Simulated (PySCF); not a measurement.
The isolated species `F[B-](F)(F)F` is ionised with Al Kα (hν = 1486.6 eV). Calculated photoelectron kinetic energies of its computed core levels, recoil neglected:

| line | kinetic energy (eV) |
| --- | --- |
| 1 | 1292.35 |
| 2 | 800.15 |

Computed, not measured: PySCF 2.14.0, delta-SCF UKS SCAN, pcX-2 on the ionised atom, pcseg-1 elsewhere, spin-free X2C.

**Question.** Which element, shell and site does each line come from? Numbering: `[F:1][B-:2]([F:3])([F:4])[F:5]`.

**Answer.** Against the vacuum level, binding energy = hν − kinetic energy.

| line | binding energy (eV) | level | atoms | environment |
| --- | --- | --- | --- | --- |
| 1 | 194.25 | B 1s | B2 | four-coordinate boron |
| 2 | 686.45 | F 1s | F1/F3/F4/F5 | boron-bound fluorine |

**Question.** Where does line 2 move with hν = 800.0 eV?

**Answer.** To 800.0 − 686.45 = 113.55 eV; every photoline shifts by the change in photon energy, -686.6 eV.

**Question.** Which photon wavelength matches the B 1s of B2 threshold?

**Answer.** λ = hc/E = 12398.42 eV Å / 194.25 eV = 63.827 Å.

Other core shells, valence and Auger electrons aren't listed. Atoms equivalent by their bonding share one computed value, that of the first of them. The species carries charge -1, so core ionisation leaves a neutral species. The basis sets have no added diffuse functions. Geometry: PBE0-D3(BJ)/def2-SVP; no solvent, vibrations or thermal averaging.

On Arm Neoverse N1, one thread, shared host, this took 9.2 s of wall time and 0.43 GiB of memory at its peak.
